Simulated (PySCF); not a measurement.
Species: C₂H₃NSi (triplet state).
Structure used (GFN2-xTB), in Å, numbered top down from 1:
```xyz
7
C2H3NSi angstrom
N      3.1107    0.0157    0.6349
C      1.9462    0.0091    0.3964
C      0.6809    0.0038    0.1351
Si    -1.1089   -0.0047   -0.2318
H     -1.8096   -0.3854    0.9971
H     -1.3378   -0.9810   -1.2999
H     -1.4781    1.3473   -0.6588
```

Identity: `N#C[C][SiH3]` [triplet].

Method used: UKS B3LYP, pcH-1 on C H N Si, non-relativistic, mean-field spin-orbit, GIAO (PySCF 2.14.0). Isolated species at its GFN2-xTB geometry, gas phase. This triplet need not be the ground state; the singlet was not compared here. The geometry wasn't refined by DFT: couplings that depend on bond lengths, twists or pyramidal angles can differ widely from those at the functional's own minimum. Stability of the SCF solution: not tested. No frequencies were computed at this geometry's level, so the symmetric structure isn't shown to be a minimum.

Question: The isotropic 13C couplings are +63.4, -55.4 MHz. Assign them to C2; C3.

Answer: 
| site | a_iso (MHz) | ρ(0) (bohr⁻³) | position | distance from C3 (Å) | spin population | largest \|T\| (MHz) |
| --- | --- | --- | --- | --- | --- | --- |
| C2 | -55.4 | -0.0985 | 1 bond from N1 | 1.29 | -0.44 | 24.0 |
| C3 | +63.4 | +0.1131 | largest spin population | 0.00 | +1.48 | 60.2 |

ρ(0) is the spin density at the nucleus and T the dipolar tensor; a_iso includes a spin–orbit part; entries for several nuclei are means. Largest spin populations (Mulliken): C3 (+1.48), N1 (+0.93), C2 (-0.44) and Si4 (-0.08). The positive populations add up to 2.52 and the negative ones to -0.52, together 2S = 2. Main spin sites, with 60 % or more of the largest population: N1, C3; positions count bonds from the nearest.

The spin density at the nucleus, in bohr⁻³, is negative for C2 (-0.0985) and Si4 (-0.0728), for instance. A restricted open-shell determinant has no negative spin density anywhere; here it arises because α and β orbitals differ (spin polarisation).

Class means assume fast exchange of nuclei equivalent by connectivity; if that motion is slow, each nucleus keeps its own coupling.
